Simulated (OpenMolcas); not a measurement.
## SiNH2F2 (SMILES [NH][SiH](F)F): methods side by side

SiNH2F2: 6 atoms, total charge 0, spin state doublet. As SMILES, `[NH][SiH](F)F`. The shape is that of a PBE0-D4/def2-TZVP optimisation. This is one conformer, not always the lowest.

```
atom    x (Å)    y (Å)    z (Å)
   N  -0.0254   1.0017  -0.9037
  Si   0.1880  -0.2449   0.2730
   F   1.5787  -0.9414  -0.0047
   F  -0.9086  -1.3902   0.2074
   H  -0.9778   1.1567  -1.2365
   H   0.1872   0.3541   1.6183
```

Quantity: the dipole moment, in D. The values are calculated.

```json
{"level": "UBLYP/def2-SVPD", "kind": "GGA", "program": "OpenMolcas", "value (D)": "1.81", "CPU time": "46 s"}
{"level": "UPBE/def2-SVPD", "kind": "GGA", "program": "OpenMolcas", "value (D)": "1.81", "CPU time": "44 s"}
{"level": "U-r2SCAN/def2-SVPD", "kind": "meta-GGA", "program": "OpenMolcas", "value (D)": "1.85", "CPU time": "51 s"}
{"level": "UTPSS/def2-SVPD", "kind": "meta-GGA", "program": "OpenMolcas", "value (D)": "1.80", "CPU time": "55 s"}
{"level": "UB3LYP/def2-SVPD", "kind": "global hybrid", "program": "OpenMolcas", "value (D)": "1.91", "CPU time": "45 s"}
{"level": "UBHLYP/def2-SVPD", "kind": "global hybrid", "program": "OpenMolcas", "value (D)": "2.01", "CPU time": "47 s"}
{"level": "UM06-2X/def2-SVPD", "kind": "hybrid meta-GGA", "program": "OpenMolcas", "value (D)": "1.94", "CPU time": "59 s"}
{"level": "UPBE0/def2-SVPD", "kind": "global hybrid", "program": "OpenMolcas", "value (D)": "1.92", "CPU time": "45 s"}
```

The values span 1.80 to 2.01 D. Times are those of the runs behind each value, whatever else they computed, on shared processors of several kinds: orders of magnitude only.
